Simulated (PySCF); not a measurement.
Compound: BGeH₆OP.
SMILES: `PB[O][GeH3]`

Computed, not measured: PySCF 2.14.0, density-fitted response routines, TDDFT PBE0/def2-SVPD, vertical, gas phase, core orbitals frozen in the response. Geometry: PBE0-D3(BJ)/def2-SVP, one conformer, isolated molecule. The PBE0/def2-SVPD calculation is non-relativistic and has no spin–orbit coupling, an omission that weighs most on germanium. Torsions of this conformer, `[PH2:1][BH:2][O:3][GeH3:4]`: P1–B2–O3–Ge4 -3°, H–P1–B2–O3 141°, H–P1–B2–O3 44°.

Computed states:

```
state  E (eV)       f
   S1    5.22   0.030
   S2    5.59   0.016
   S3    6.18   0.027
   S4    6.45  0.0070
   S5    6.57   0.062
   S6    6.86  0.0093
   S7    6.99   0.012
   S8    7.26   0.025
   S9    7.52   0.076
  S10    7.57   0.032
```

Each state is given a Gaussian of 0.3 eV full width at half maximum, with ε(max) = 2.175×10⁸ f / Δν̃ (Δν̃ the width in cm⁻¹). The width is an assumption, not a result. The curve ends short of the highest state used, and states not computed would add to its high-energy end.

Q: Give the broadened spectrum and its maxima.

A: 
```
E (eV)  ε (L mol⁻¹ cm⁻¹)
  4.77                 6
  4.82                21
  4.87                66
  4.92               177
  4.97               411
  5.02               816
  5.08              1518
  5.13              2151
  5.18              2615
  5.23              2738
  5.28              2492
  5.33              2027
  5.38              1579
  5.43              1332
  5.49              1332
  5.54              1441
  5.59              1476
  5.64              1344
  5.69              1062
  5.74               727
  5.79               442
  5.84               277
  5.90               285
  5.95               491
  6.00               889
  6.05              1437
  6.10              2012
  6.15              2443
  6.20              2614
  6.25              2572
  6.30              2541
  6.36              2910
  6.41              3706
  6.46              4779
  6.51              5722
  6.56              6099
  6.61              5715
  6.66              4737
  6.71              3577
  6.77              2489
  6.82              2019
  6.87              1863
  6.92              1848
  6.97              1848
```

Maxima: 237 nm (5.22 eV), ε about 2700, made up of S1 (99%); 222 nm (5.58 eV), ε about 1500, made up of S2 (97%); 200 nm (6.21 eV), ε about 2600, made up of S3 (92%) (hardly more than a shoulder); 189 nm (6.56 eV), ε about 6100, made up of S5 (91%); 179 nm (6.94 eV), ε about 1900, made up of S6 (36%) and S7 (54%) (hardly more than a shoulder) (ε in L mol⁻¹ cm⁻¹; maxima over ε = 5, shares over 10%).

Q: Coming from long wavelengths, where does ε first pass 100 L mol⁻¹ cm⁻¹?

A: At about 253 nm (4.89 eV), 0.33 eV below S1.

Q: What would ε be at 6.56 eV, the highest of these maxima, with half the width (0.15 eV)?

A: About 11400 L mol⁻¹ cm⁻¹ against 6100, a factor of about 1.9; a lone state at its own centre would give exactly 2.

Q: On this curve, what absorbance would a 10⁻⁴ mol/L sample give at 193 nm over a 1 cm path?

A: 193 nm is 6.424 eV, where ε is about 4000 L mol⁻¹ cm⁻¹, so A = ε c l ≈ 0.4 (Beer–Lambert, with the gas-phase spectrum and the assumed width).

The vertical ionisation energy (ΔSCF) is 9.13 eV, 1.56 eV above S10.
